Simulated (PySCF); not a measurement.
Spinor energies of Pb⁺ (lead, charge +1)

Start: [Xe] 4f14 5d10 6s2 6p1; 6p3/2 filled at m_j = +3/2. Calculated with PySCF 2.14 in x2c-TZVPall-2c with one added diffuse shell each of s, p, d, f type (12s12p10d4f, 126 functions): generalised Hartree-Fock with the X2C-1e Hamiltonian and a Gaussian nucleus; one run each with spin-orbit coupling (SO) screened by Boettger's factors, then bare. This is a chosen level, not necessarily the ground level.

```csv
spinor shell,electrons,"ε, screened SO (eV)","ε, bare SO (eV)",weight of nominal j (bare SO),"rms radius, bare SO (bohr)"
1s1/2,2,-88478.9,-88476.5,1.000,0.0181
2s1/2,2,-15986.6,-15985.8,1.000,0.0730
2p1/2,2,-15328.8,-15378.1,1.000,0.0615
2p3/2,4,-13134.3,-13119.7,1.000,0.0701
3s1/2,2,-3915.9,-3915.7,1.000,0.186
3p1/2,2,-3619.9,-3630.8,1.000,0.178
3p3/2,4,-3123.4,-3120.1,1.000,0.195
3d3/2,4,-2642.3,-2651.4,1.000,0.170
3d5/2,6,-2537.1,-2531.4,1.000,0.175
4s1/2,2,-931.94,-931.87,1.000,0.408
4p1/2,2,-802.67,-805.40,1.000,0.411
4p3/2,4,-679.47,-678.62,1.000,0.446
4d3/2,4,-468.73,-470.77,1.000,0.454
4d5/2,6,-445.09,-443.80,1.000,0.467
5s1/2,2,-175.09,-175.08,1.000,0.915
4f5/2,6,-169.52,-170.98,1.000,0.493
4f7/2,8,-164.55,-163.42,1.000,0.496
5p1/2,2,-128.70,-129.23,1.000,0.983
5p3/2,4,-105.76,-105.60,1.000,1.08
5d3/2,4,-39.053,-39.322,0.999,1.35
6s1/2,2,-22.507,-22.512,1.000,2.46
6p3/2,1,-12.872,-12.864,1.000,3.36
```

(1) Where does 5d5/2 lie, and what is the 5d spin-orbit splitting (bare SO)?

```tsv
quantity	screened SO	bare SO
E (hartree)	-20903.21510	-20905.47629
M_J	3/2	3/2
⟨J²⟩	3.758	3.758
⟨L²⟩	2.202	2.219
⟨S²⟩	0.950	0.967
```

Each row is a mean over spinors that exchange with the open shell spreads, by up to 1.669 eV (6s1/2).

Breit and QED terms are absent; they matter most for the inner s and p1/2 levels.

Densities and radii are taken from the X2C orbitals without a picture-change correction, which distorts them close to the nucleus.

Answers

(1) At -36.042 eV, 3.280 eV above 5d3/2.
